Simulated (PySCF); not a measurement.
## Tl⁻: script and output

File input.py (PySCF 2.14):

```python
from pyscf import gto, scf, mp

mol = gto.M(
    atom='Tl 0 0 0',
    basis='sapporo-dkh3-dzp-2012',
    charge=-1,
    spin=2,
    verbose=4,
)
mf = scf.UHF(mol)
mf = mf.sfx2c1e()
mf.kernel()
mp.MP2(mf).kernel()
mf.dip_moment()
print('orbital energies (hartree):', [e[max(0, n-3):n+3].round(4) for e, n in zip(mf.mo_energy, mol.nelec)])
```

```bash
$ OMP_NUM_THREADS=1 python input.py
```

Output (some set-up lines and the per-cycle HOMO/LUMO lines with their warnings removed):

```
PySCF version 2.14.0

[INPUT] Symbol           X                Y                Z      unit          X                Y                Z       unit  Magmom
[INPUT]  1 Tl     0.000000000000   0.000000000000   0.000000000000 AA    0.000000000000   0.000000000000   0.000000000000 Bohr   0.0

nuclear repulsion = 0
number of shells = 23
number of NR pGTOs = 221
number of NR cGTOs = 73
basis = sapporo-dkh3-dzp-2012
ecp = {}

******** <class 'pyscf.x2c.sfx2c1e.sfX2C1eUHF'> ********
method = sfX2C1eUHF
initial guess = minao
damping factor = 0
level_shift factor = 0
DIIS = <class 'pyscf.scf.diis.CDIIS'>
SCF conv_tol = 1e-09
SCF max_cycles = 50
number electrons alpha = 42  beta = 40

******** <class 'pyscf.x2c.sfx2c1e.SpinFreeX2CHelper'> ********
approx = 1e
xuncontract = 1
init E= -20245.2005207957

cycle= 1 E= -20245.3614518872  delta_E= -0.161  |g|= 0.0596  |ddm|= 0.948
cycle= 2 E= -20245.365353329  delta_E= -0.0039  |g|= 0.025  |ddm|= 0.196
cycle= 3 E= -20245.3660231844  delta_E= -0.00067  |g|= 0.0128  |ddm|= 0.0767
cycle= 4 E= -20245.3662208809  delta_E= -0.000198  |g|= 0.00256  |ddm|= 0.0544
cycle= 5 E= -20245.3662370981  delta_E= -1.62e-05  |g|= 0.000778  |ddm|= 0.0177
cycle= 6 E= -20245.3662382943  delta_E= -1.2e-06  |g|= 0.000262  |ddm|= 0.00438
cycle= 7 E= -20245.3662384985  delta_E= -2.04e-07  |g|= 5.49e-05  |ddm|= 0.00238
cycle= 8 E= -20245.3662385042  delta_E= -5.7e-09  |g|= 1e-05  |ddm|= 0.000407
cycle= 9 E= -20245.3662385043  delta_E= -9.46e-11  |g|= 1.09e-06  |ddm|= 4.98e-05
Extra cycle  E= -20245.3662385043  delta_E= -2.91e-11  |g|= 3.8e-07  |ddm|= 2.52e-06
converged SCF energy = -20245.3662385043  <S^2> = 2.0108875  2S+1 = 3.0072496

******** <class 'pyscf.mp.ump2.UMP2'> ********
nocc = (np.int64(42), np.int64(40)), nmo = (73, 73)
E(UMP2) = -20246.0306055527  E_corr = -0.664367048452811
E(SCS-UMP2) = -20245.9445528637  E_corr = -0.578314359428941
E_corr(same-spin) = -0.252607036978191
E_corr(oppo-spin) = -0.41176001147462
Dipole moment(X, Y, Z, Debye): -0.00000, -0.00000,  0.00000
orbital energies (hartree): [array([-0.2903, -0.0066, -0.0066,  0.1682,  0.3086,  0.3086]), array([-0.6294, -0.6294, -0.2161,  0.1884,  0.2105,  0.2105])]
```

In short: E(SCF) = -20245.366239 Eh, 9 cycles, E(MP2) − E(SCF) = -0.66437 Eh, ⟨S²⟩ = 2.011.

Run time: 4.8 s on 1 thread of Intel Xeon Platinum 8488C (shared host), peak memory 0.23 GiB.

The basis has no diffuse functions, which an anion needs. No search for the lowest solution was made.
